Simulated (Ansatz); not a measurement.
`C=N[C](=C)[GeH3]` + `CCCl` → `C[CH](Cl)[GeH3]` + `C=CN=C`  (formal exchange of groups at a Ge–C bond)

Calculated with Ansatz (gas phase, PBE0-D4/def2-TZVP geometries, no zero-point term in ΔE). CCSD(T)/CBS adds triple-zeta CCSD(T) − MP2 to the extrapolated MP2 energy (def2 sets, frozen cores). Functionals use def2-TZVPP. For Ge outer-core shells are correlated without core-valence functions, which leaves a few kJ/mol of doubt a bond. Scalar relativity is left out up to krypton. One conformer a species, not always the lowest.

```json
{"species": "`C=N[C](=C)[GeH3]`", "r2SCAN energy (Eh)": "-2250.17330"}
{"species": "`CCCl`", "r2SCAN energy (Eh)": "-539.38643"}
{"species": "`C[CH](Cl)[GeH3]`", "r2SCAN energy (Eh)": "-2617.57174"}
{"species": "`C=CN=C`", "r2SCAN energy (Eh)": "-171.98627"}
```

Work out ΔE.

ΔE = (-2617.57174) + (-171.98627) − (-2250.17330) − (-539.38643) = 0.00172 Eh = +4.5 kJ/mol. CCSD(T)/CBS gives +4.2 kJ/mol.

Largest T1 diagnostic among the species: 0.013.
